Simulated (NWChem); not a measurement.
# Si₂H₃ClF₂; SMILES F[SiH2][Si@@H](Cl)F

```xyz
8

F      0.6998     2.0725     0.9845
Si     0.0737     1.6802    -0.4654
Si    -0.5693    -0.5749    -0.4042
F     -1.7562    -0.7707     0.6845
Cl     1.0470    -1.7044     0.1861
H      1.1207     1.8715    -1.5095
H     -1.0907     2.5697    -0.7402
H     -1.0624    -1.1023    -1.7050
```
Atoms are numbered in this order, from 1.

All runs: NWChem. Pople sets run with spherical d functions. Structure relaxed at the PBE0/def2-SVP level. B3LYP is NWChem's, with the RPA form of VWN correlation. GIAO values for the isolated, static molecule; σ is the absolute isotropic shielding, δ = σ(reference) − σ with the isolated reference molecule computed at the same levels (19F: trichlorofluoromethane, 1H: tetramethylsilane, 29Si: tetramethylsilane).

Problem. Estimate the computed values for B3LYP/6-311G**. Quantities: δ F1 (ppm); δ Si3 (ppm); δ F4 (ppm); σ Cl5 (ppm); δ H6 (ppm); δ H7 (ppm); δ H8 (ppm).

Solution. δ F1 (ppm): -273.4
δ Si3 (ppm): 20.0
δ F4 (ppm): -176.5
σ Cl5 (ppm): 866.3
δ H6 (ppm): 5.29
δ H7 (ppm): 5.51
δ H8 (ppm): 5.73
